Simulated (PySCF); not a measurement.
silicon dioxide molecule (O2Si), SMILES O=[Si]=O.

The structure is a stationary point at ωB97X-D3(BJ)/def2-TZVP.

Level of theory: M06-2X/def2-TZVPD run with PySCF.

Isolated molecule, no solvent.

Question: Estimate the frontier levels, gap, dipole moment and polarisability. (The exact figures need the calculation; the answer reports its results.)

Answer: 
```
Property                                                                                                       Result
---------------------------------------------------------------------------------------------  ----------------------
highest occupied level                                                                                      -11.61 eV
lowest empty level                                                                                           -2.67 eV
orbital gap                                                                                                   8.94 eV
dipole moment                                                                                                  0.00 D
quadrupole, principal values (traceless, Buckingham form, about the centre of nuclear charge)  -12.97, 6.48, 6.48 D·Å
mean static polarisability                                                                       28.3 bohr³ (4.20 Å³)
polarisability, principal values                                                               23.9, 23.9, 37.1 bohr³
```
